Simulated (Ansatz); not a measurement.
Two isomers of C2H8SSi2: A = `C=C[SiH2][SiH2]S`, B = `[SiH3][SiH2]CC=S`.

Calculated with Ansatz (gas phase, PBE0-D4/def2-TZVP geometries, no zero-point term in ΔE). CBS: MP2 limit from def2 TZ/QZ plus the TZ coupled-cluster correction, frozen cores. DFT in def2-TZVPP. B3LYP here is the variant with VWN-RPA as its local correlation; programs differ in this. One conformer a species, not always the lowest.

Which isomer does CCSD(T)/CBS put lower? Give the gap. (Estimate.)

Computed: A, by 19.9 kcal/mol.

Give E(B) − E(A) in kcal/mol with PBE-D4, ωB97M-V, HF/def2-TZVPP, B3LYP, CCSD(T)/def2-TZVPP, r2SCAN-D4, B2PLYP. (Estimate.)

Ansatz gave: PBE-D4 17.8, ωB97M-V 19.7, HF/def2-TZVPP 22.6, B3LYP 19.4, CCSD(T)/def2-TZVPP 18.8, r2SCAN-D4 18.9, B2PLYP 18.9. None reverses the order clearly.

Largest T1 diagnostic: 0.016.

From PBE to PBE0 (25 % exact exchange), in def2-TZVPP and without D4, E(B) − E(A) moves by +1.4 kcal/mol. In def2-TZVPP, CCSD(T) changes the Hartree–Fock value by −3.8 kcal/mol (the triples alone add −1.0 kcal/mol) and MP2 by −4.2 kcal/mol.
